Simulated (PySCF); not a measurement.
**¹⁹F chemical shifts**

[PySCF 2.14: NMR shieldings at PBE0/pcSseg-1/GIAO; coordinates at the GFN2-xTB level; non-relativistic Hamiltonian; single conformer; in vacuum; one averaged value for each set of equivalent atoms]

Shieldings were converted by a linear fit to measured shifts: ¹⁹F (scatter 6.0 ppm rms, 7.0 ppm with the 5 outliers that the fit left out vs CFCl3, solution or neat liquid, with a term for F on sp3 carbon). Occasional misses reach two or three times the rms, and more in compound classes unlike the fitted ones.

**Question.** Give the ¹⁹F shifts of `O=C1OCCC(F)(F)O1`.

**Answer.** 
```csv
compound,environment,δ (ppm)
O=C1OCCC(F)(F)O1,fluorine of a CF2 group (×2),-66.8
```

**Question.** Order these by ¹⁹F shift, lowest first.
A. N[SiH2][SiH2]NCC(F)(F)F
B. FCCCS[SiH3]
C. O=C1OCCC(F)(F)O1
D. C#C/C(=C/F)COCC
E. C#C[C@@H]1CCO[C@H]1CF

**Answer.** E (-234.3 ppm, fluorine on an sp3 carbon), B (-221.1 ppm, fluorine on an sp3 carbon), D (-108.4 ppm, vinylic fluorine), A (-75.0 ppm, fluorine of a CF3 group), C (-66.8 ppm, fluorine of a CF2 group).
